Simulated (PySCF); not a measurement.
**Radial density of C (carbon, neutral)**

M06-L, [He] 2s2 2p2, high-spin 3P determinant. All numbers are calculated (PySCF 2.14, the non-relativistic Hamiltonian (point nucleus), in pcseg-2 (4s3p2d1f, 30 functions)).

```tsv
r (bohr)	4πr²ρ (e/bohr)	4πr²(ρα − ρβ)
0.00529	0.04240	0.0001
0.00890	0.1154	0.0002
0.0150	0.3023	0.0005
0.0252	0.7575	0.0013
0.0424	1.742	0.0031
0.0713	3.495	0.0067
0.120	5.561	0.0158
0.202	6.086	0.0495
0.339	3.729	0.1838
0.571	1.615	0.5638
0.960	2.175	1.0640
1.61	2.028	0.9449
2.72	0.5879	0.2994
4.57	0.03517	0.0215
7.68	0.0002091	0.0002
```
